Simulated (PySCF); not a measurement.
A structure optimised at PBE-D3(BJ)/def2-SVP, used in a PySCF frequency run:

```xyz
11

Si     0.3902    -0.0340     0.6092
N      1.9185    -0.8093     0.3635
Cl    -0.0302     1.5587    -0.7136
C     -0.9613    -1.3057     0.3829
C     -2.0127    -1.1679    -0.4482
H      0.4338     0.5759     1.9771
H      2.7736    -0.2961     0.5949
H      2.0535    -1.3545    -0.4928
H     -0.8733    -2.2316     0.9830
H     -2.1364    -0.2604    -1.0643
H     -2.7866    -1.9484    -0.5488
```

Problem. Write its SMILES and formula.

Solution. C=C[SiH](N)Cl, C2H6ClNSi

Problem. What are its rotational constants (standard atomic weights)?

Solution. 3.2088, 2.7507, 1.6342 GHz
